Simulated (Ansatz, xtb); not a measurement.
**Relative energy of two structures of BF2GaH2**

Structure a: a singlet given by its coordinates. Structure b: a singlet given by its coordinates. Both are isolated molecules in the gas phase, relaxed with PBE0-D3(BJ)/def2-SVP.

a (Å):

```xyz
6

B    -0.0418    0.1763   -0.4756
F    -0.3538   -0.5202    0.8201
F     1.3411    0.6341   -0.1021
Ga    1.4303   -0.1518    1.8194
H     0.0283   -0.6408   -1.3697
H    -0.7678    1.1398   -0.6041
```

Close contacts (Å): B1–F2 1.50, B1–F3 1.50, F2–Ga4 2.08, F3–Ga4 2.08, B1–H5 1.21, B1–H6 1.21.

b (Å):

```yaml
atoms:
  - { symbol: B, position_ang: [-1.7828, -1.0394, -2.1082] }
  - { symbol: F, position_ang: [-1.5206, 0.2383, -2.3649] }
  - { symbol: F, position_ang: [-2.0124, -2.9749, 1.3511] }
  - { symbol: Ga, position_ang: [-1.7633, -1.5541, 0.3281] }
  - { symbol: H, position_ang: [-0.8716, -1.8427, -2.1829] }
  - { symbol: H, position_ang: [-2.9461, -1.3950, -2.0727] }
```

Close contacts (Å): B1–F2 1.33, B1–Ga4 2.49, F3–Ga4 1.77, B1–H5 1.22, B1–H6 1.22.

Problem. Which of the two would you expect CCSD(T)/def2-TZVP electronic energies to favour?

Solution. Structure a; the calculation gives E(b) − E(a) = +17.6 kcal/mol.

Level by level:

```json
{"level": "PBE0-D3(BJ)/def2-SVP", "geometry": "PBE0-D3(BJ)/def2-SVP", "E(b) − E(a) (kcal/mol)": "+19.5", "departure from the last row (kcal/mol)": "+1.9", "job, with rough time for the two": "optimisation, 50 s"}
{"level": "HF/def2-TZVP", "geometry": "PBE0-D3(BJ)/def2-SVP", "E(b) − E(a) (kcal/mol)": "+17.5", "departure from the last row (kcal/mol)": "0.0", "job, with rough time for the two": "part of the CCSD(T) run"}
{"level": "MP2/def2-TZVP", "geometry": "PBE0-D3(BJ)/def2-SVP", "E(b) − E(a) (kcal/mol)": "+16.7", "departure from the last row (kcal/mol)": "−0.8", "job, with rough time for the two": "part of the CCSD(T) run"}
{"level": "CCSD(T)/def2-TZVP", "geometry": "PBE0-D3(BJ)/def2-SVP", "E(b) − E(a) (kcal/mol)": "+17.6", "departure from the last row (kcal/mol)": "", "job, with rough time for the two": "single point, 45 s"}
```

None of the levels shown reverses the order. The largest departure from CCSD(T)/def2-TZVP is that of PBE0-D3(BJ)/def2-SVP, 1.9 kcal/mol. Levels run at GFN2-xTB geometries aren't shown.

With harmonic frequencies from PBE0-D3(BJ)/def2-SVP (ideal gas, rigid rotor, one conformer each, 298.15 K, 1 atm): on the last row, ΔE + ΔZPE = +16.2 kcal/mol. A mode under 50 cm⁻¹ makes harmonic enthalpies and free energies unreliable, so none is given.

The correlated steps freeze 12 core orbitals; the filled d shell of Ga is correlated, in a basis made for valence electrons. Programs: Ansatz 0.2.0; the last row on 1 thread of Intel(R) Xeon(R) 6975P-C (Granite Rapids) on a shared host.
